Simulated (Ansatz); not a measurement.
C₂H₈O₂Si₂ (`C=C[SiH2][SiH](O)O`) at its PBE0-D4/def2-TZVP geometry, where that method's forces vanish. Total charge 0; spin multiplicity 1.

```xyz
14

C     1.0083   -0.5078   -2.0071
C    -0.2898   -0.2170   -1.9693
Si   -1.2263    0.2185   -0.4143
Si    0.2333    0.4951    1.4020
O    -0.7569    0.7047    2.7017
O     1.2685   -0.7787    1.5841
H     1.5125   -0.7578   -2.9368
H     1.6269   -0.5150   -1.1137
H    -0.8418   -0.2357   -2.9087
H    -2.2180   -0.8544   -0.1059
H    -2.0047    1.4715   -0.6304
H     1.1615    1.6483    1.2611
H    -0.3565    0.9849    3.5270
H     0.8829   -1.6564    1.6104
```

(1) What forces (eV/Å) does ωB97M-V/def2-TZVPP give on these atoms in the Gaussian-basis code of Ansatz? (Estimate.)

Answers

(1) The calculation gave: 
```
C1   0.032 -0.007 -0.013
C2  -0.008 -0.006 -0.082
Si3 -0.129  0.027  0.117
Si4  0.047  0.190 -0.210
O5  -0.026  0.028  0.104
O6   0.020 -0.117  0.011
H7  -0.048  0.022  0.079
H8  -0.052  0.004 -0.058
H9   0.065 -0.007  0.062
H10  0.112  0.113 -0.030
H11  0.092 -0.132  0.025
H12 -0.103 -0.124  0.016
H13 -0.036 -0.010 -0.021
H14  0.033  0.019  0.000
```
